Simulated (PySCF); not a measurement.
**Assigning NMR signals**

Molfile (atoms numbered from 1):
```
CH10N3PSi2
     RDKit          3D

 17 16  0  0  0  0  0  0  0  0999 V2000
   -2.8002    1.0132    0.1144 C   0  0  0  0  0  0  0  0  0  0  0  0
   -1.9550    0.3326   -0.4991 N   0  0  0  0  0  0  0  0  0  0  0  0
   -0.2265    0.3781   -0.2319 Si  0  0  1  0  0  4  0  0  0  0  0  0
    0.6400    1.1887   -1.4857 N   0  0  0  0  0  0  0  0  0  0  0  0
    0.2509    1.5510    1.6336 P   0  0  0  0  0  0  0  0  0  0  0  0
    0.2077   -1.2941   -0.2653 N   0  0  0  0  0  0  0  0  0  0  0  0
    1.7746   -1.9798   -0.0261 Si  0  0  0  0  0  4  0  0  0  0  0  0
   -3.8500    0.9354   -0.1541 H   0  0  0  0  0  0  0  0  0  0  0  0
   -2.5557    1.7019    0.9349 H   0  0  0  0  0  0  0  0  0  0  0  0
    0.5549    2.1895   -1.5595 H   0  0  0  0  0  0  0  0  0  0  0  0
    0.6292    0.7699   -2.4010 H   0  0  0  0  0  0  0  0  0  0  0  0
   -0.2184    0.5750    2.4959 H   0  0  0  0  0  0  0  0  0  0  0  0
    1.5494    1.0981    1.7344 H   0  0  0  0  0  0  0  0  0  0  0  0
   -0.5595   -1.9250   -0.4221 H   0  0  0  0  0  0  0  0  0  0  0  0
    1.5860   -3.4190   -0.2099 H   0  0  0  0  0  0  0  0  0  0  0  0
    2.2539   -1.6856    1.3308 H   0  0  0  0  0  0  0  0  0  0  0  0
    2.7118   -1.4178   -0.9992 H   0  0  0  0  0  0  0  0  0  0  0  0
  1  2  2  0
  2  3  1  0
  3  4  1  6
  3  5  1  0
  3  6  1  0
  6  7  1  0
  1  8  1  0
  1  9  1  0
  4 10  1  0
  4 11  1  0
  5 12  1  0
  5 13  1  0
  6 14  1  0
  7 15  1  0
  7 16  1  0
  7 17  1  0
M  END
```

PySCF 2.14.0 with density-fitted response routines calculation with geometry from GFN2-xTB and shielding tensors at PBE0/pcSseg-1 (GIAO); relativity neglected, one computed conformer, gas phase, fast rotation and ring inversion assumed for equivalent nuclei.

δ = σ(ref) − σ, references computed at the same level: 1H (31.72 ppm) against TMS.

Q: Assign these signals to the numbered atoms. 1H NMR (400 MHz, computed): δ 8.53 (m, 1H), 8.42 (m, 1H), 4.86 (s, 3H), 1.07 (m, 2H), 0.91 (br s, 2H), 0.67 (br s, 1H).

A: 
8.53 → H9, hydrogen on a C=N carbon
8.42 → H8, hydrogen on a C=N carbon
4.86 → H15/H16/H17, hydrogen on a silicon bonded to N
1.07 → H12/H13, hydrogen on a phosphorus bonded to Si
0.91 → H10/H11, hydrogen on a nitrogen bonded to Si: exchangeable, gas-phase position
0.67 → H14, hydrogen on a nitrogen bonded to 2 Si: labile proton, position sensitive to the medium

H9 and H8 lie closer than the usual error of such a calculation, so a measured spectrum could show them in the other order.

The OH or NH signal is concentration- and solvent-dependent in practice; the value given is the gas-phase one. Multiplicities follow the n + 1 count of equivalent neighbours, as no J values were calculated; m marks all less simple cases, F and P coupling included.
